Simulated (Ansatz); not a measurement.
`[O]=[W]([F])([F])=[S]` and `[CH3][W](=[O])([F])=[S]` differ in one atom or group.

Ansatz, PBE0-D4/def2-TZVP geometries, multiplicity 1. 

Elements past krypton have def2 core potentials.

```json
{"property": "LUMO energy (PBE/def2-TZVPP) / eV", "`[O]=[W]([F])([F])=[S]`": "-3.69"}
{"property": "size of the dipole moment (B3LYP/def2-TZVPP) / D", "`[O]=[W]([F])([F])=[S]`": "1.20"}
{"property": "HOMO–LUMO gap (PBE0/def2-TZVPP) / eV", "`[O]=[W]([F])([F])=[S]`": "5.36"}
{"property": "HOMO energy (PBE/def2-TZVPP) / eV", "`[O]=[W]([F])([F])=[S]`": "-7.06"}
{"property": "LUMO energy (ωB97M-V/def2-TZVPP) / eV", "`[O]=[W]([F])([F])=[S]`": "-0.83"}
{"property": "HOMO–LUMO gap (ωB97M-V/def2-TZVPP) / eV", "`[O]=[W]([F])([F])=[S]`": "9.58"}
```

(1) What does the change do to each property? (An estimate is asked.)

Answers

(1) The calculation gave: 
```csv
property,`[CH3][W](=[O])([F])=[S]`,shift
LUMO energy (PBE/def2-TZVPP) / eV,-3.64,0.05
size of the dipole moment (B3LYP/def2-TZVPP) / D,2.62,1.42
HOMO–LUMO gap (PBE0/def2-TZVPP) / eV,5.01,-0.35
HOMO energy (PBE/def2-TZVPP) / eV,-6.67,0.39
LUMO energy (ωB97M-V/def2-TZVPP) / eV,-0.81,0.02
HOMO–LUMO gap (ωB97M-V/def2-TZVPP) / eV,9.20,-0.38
```

With PBE0 the HOMO rises by 0.42 eV and the LUMO rises by 0.08 eV, so the gap narrows by about 0.34 eV. PBE moves the HOMO by 0.39 eV and ωB97M-V by 0.39 eV. Dipoles are sizes alone; their direction can turn.

B3LYP here is the variant with VWN-RPA as its local correlation; programs differ in this.
